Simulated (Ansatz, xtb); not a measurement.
# Two isomers of C6H4F+

We compare I, `CC#C[c+]1cc1F`, a singlet, with II, `C#Cc1[cH+]c1CF`, a singlet. Both are isolated ions in the gas phase, relaxed with B3LYP/def2-SVP; each stands in its lowest conformer found.

Quicker runs give these differences E(II) − E(I): GFN2-xTB +31.22 kJ/mol; HF/STO-3G +40.43 kJ/mol (at GFN2-xTB geometries); r2SCAN-D4/def2-SVP +37.57 kJ/mol (at GFN2-xTB geometries).

Task: Estimate E(II) − E(I) at the level CCSD(T)/def2-SVP + ΔMP2/def2-TZVPP.

Result: Calculated at CCSD(T)/def2-SVP + ΔMP2/def2-TZVPP: E(II) − E(I) = +7.79 kJ/mol, so structure I lies lower.

The same difference at several levels:

| level | geometry | E(II) − E(I) (kJ/mol) | departure from the last row (kJ/mol) | job, with rough time for the two |
| --- | --- | --- | --- | --- |
| GFN2-xTB | GFN2-xTB | +31.22 | +23.43 | optimisation, 0.56 s |
| HF/STO-3G | GFN2-xTB | +40.43 | +32.64 | single point, 0.82 s |
| r2SCAN-D4/def2-SVP | GFN2-xTB | +37.57 | +29.79 | single point, 4.7 s |
| B3LYP/def2-SVP | B3LYP/def2-SVP | +29.04 | +21.25 | optimisation, 56 s |
| HF/def2-SVP | B3LYP/def2-SVP | −5.89 | −13.68 | part of the CCSD(T) run |
| MP2/def2-SVP | B3LYP/def2-SVP | +17.27 | +9.48 | part of the CCSD(T) run |
| CCSD(T)/def2-SVP | B3LYP/def2-SVP | +13.42 | +5.64 | single point |
| CCSD(T)/def2-SVP + ΔMP2/def2-TZVPP | B3LYP/def2-SVP | +7.79 |  | single point, 73 s |

As drawn, both hold the same kinds of bond in the same numbers. Structure I has 1 methyl group, II 0.

HF/def2-SVP puts the two in the other order. The largest departure from CCSD(T)/def2-SVP + ΔMP2/def2-TZVPP is that of HF/STO-3G, 32.64 kJ/mol. The last row adds to CCSD(T) the change of the MP2 difference between the two basis sets, here −5.64 kJ/mol.

With thermal terms from frequencies at re-optimised GFN2-xTB minima (ideal gas, soft modes damped towards free rotors, one conformer each, 298.15 K, 1 atm): on the last row, ΔE + ΔZPE = +5.75, ΔH = +4.63, ΔG = +8.21 kJ/mol.

The correlated steps freeze 7 core orbitals. Codes used: Ansatz 0.2.0, xtb 6.7.1; the last row on 2 threads of Intel(R) Xeon(R) Processor @ 2.70GHz on a shared host.
